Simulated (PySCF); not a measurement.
SiBr2F2, SMILES F[Si](F)(Br)Br. Geometry: PBE0-D3(BJ)/def2-SVP.

Method: PBE0-D3(BJ)/def2-SVP in PySCF.

Harmonic wavenumbers (cm⁻¹): 114, 177, 230, 247, 265, 412, 563, 904, 990. Rotational constants (GHz): 2.275, 0.8626, 0.7410; symmetry number 2.

Task: Work out the zero-point energy and the ideal-gas rigid-rotor harmonic-oscillator thermochemistry at 298.15 K and 1 atm.

Result: ZPE = ½ Σ hcν = ½ × 3902 cm⁻¹ = 23.34 kJ/mol. H − E(el) = 42.04 kJ/mol. Entropy in J/(mol K): translation 176.34, rotation 118.84, vibration 52.24, total 347.42. G − E(el) = -61.54 kJ/mol. Cp = 85.76 J/(mol K). Modes under 150 cm⁻¹ make the vibrational entropy uncertain.
